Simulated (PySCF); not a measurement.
**Radial density of Be⁺ (beryllium, charge +1)**

M06-L, [He] 2s1, 2S determinant. Calculation: PySCF 2.14, in cc-pVTZ; no relativity, point nucleus.

```tsv
r (bohr)	4πr²ρ (e/bohr)	4πr²(ρα − ρβ)
0.00547	0.01259	0.0003
0.00920	0.03467	0.0008
0.0155	0.09309	0.0021
0.0260	0.2424	0.0055
0.0438	0.5954	0.0134
0.0736	1.332	0.0296
0.124	2.545	0.0549
0.208	3.760	0.0731
0.350	3.655	0.0464
0.589	1.806	-0.0011
0.991	0.4469	0.1461
1.67	0.4717	0.4639
2.80	0.3027	0.3027
4.72	0.02423	0.0242
7.93	1.847e-05	0.0000
```
